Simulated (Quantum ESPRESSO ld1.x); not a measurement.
Values are calculated unless marked as measured or tabulated.
Orbital energies (hartree) of the lead ion Pb+, [Hg] 6p1: non-relativistic, with first-order perturbation theory as ld1.x prints it (mass-velocity, Darwin and spin-orbit terms), and from the self-consistent Dirac equation with open shells shared by 2j + 1. Spin-unpolarised spherical Kohn-Sham, PBE, point nucleus, ld1.x of Quantum ESPRESSO 7.5.

| orbital | non-rel. | first order | Dirac |
|---|---|---|---|
| 1s1/2 | -2903.31 | -3199.52 | -3233.54 |
| 2s1/2 | -489.376 | -569.464 | -578.066 |
| 2p1/2 | -471.267 | -549.215 | -555.061 |
| 2p3/2 | -471.267 | -486.482 | -474.582 |
| 3s1/2 | -116.861 | -137.881 | -138.960 |
| 3p1/2 | -108.245 | -128.198 | -128.598 |
| 3p3/2 | -108.245 | -114.436 | -110.641 |
| 3d3/2 | -92.1656 | -97.6511 | -93.6447 |
| 3d5/2 | -92.1656 | -93.9155 | -89.8246 |
| 4s1/2 | -26.0756 | -31.6410 | -31.6776 |
| 4p1/2 | -22.2936 | -27.3287 | -27.1952 |
| 4p3/2 | -22.2936 | -24.0193 | -22.7999 |
| 4d3/2 | -15.3123 | -16.6684 | -15.5094 |
| 4d5/2 | -15.3123 | -15.8732 | -14.6893 |
| 4f5/2 | -5.8569 | -6.1839 | -5.2530 |
| 4f7/2 | -5.8569 | -5.9865 | -5.0682 |
| 5s1/2 | -4.4831 | -5.6613 | -5.5644 |
| 5p1/2 | -3.2169 | -4.1609 | -4.0368 |
| 5p3/2 | -3.2169 | -3.5489 | -3.2159 |
| 5d3/2 | -1.1753 | -1.3465 | -1.1157 |
| 5d5/2 | -1.1753 | -1.2496 | -1.0204 |
| 5f5/2 (empty) | -0.0372 | -0.0373 | -0.0363 |
| 5f7/2 (empty) | -0.0372 | -0.0372 | -0.0363 |
| 6s1/2 | -0.5986 | -0.7378 | -0.7053 |
| 6p1/2 | -0.3643 | -0.4433 | -0.4125 |
| 6p3/2 | -0.3643 | -0.3922 | -0.3445 |
| 7s1/2 (empty) | -0.1486 | -0.1718 | -0.1633 |

First order keeps the non-relativistic potential frozen, so it lacks the indirect effect: the contracted s and p shells screen the nucleus better and push d and f levels up in the self-consistent Dirac solution.
